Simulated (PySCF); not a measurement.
# Electron correlation in Ru (ruthenium, neutral)

[Kr] 4d6 5s1 5p1, one real determinant (an excited configuration). Computed with PySCF 2.14 in x2c-TZVPPall, with scalar relativity by spin-free X2C-1e. Frozen: [Ar] 3d10; 16 electrons correlated.

```
  level  correlation energy (mhartree)
   CCSD                        -436.88
    (T)                         -11.97
CCSD(T)                        -448.85
```

Diagnostics: T1 = 0.010, D1 = 0.0474, largest double amplitude 0.039.

**Question.** Is a single reference adequate?

**Answer.** Yes, within this model without spin-orbit coupling: T1 lies below 0.03 and no double amplitude reaches 0.07.

The basis was made for the ground configuration and has no added diffuse functions, which can raise the energy of the promoted electron.

The reference is one real determinant that mixes LS terms of this configuration.

This basis was not built for core-valence correlation, so the inner-shell part is incomplete.
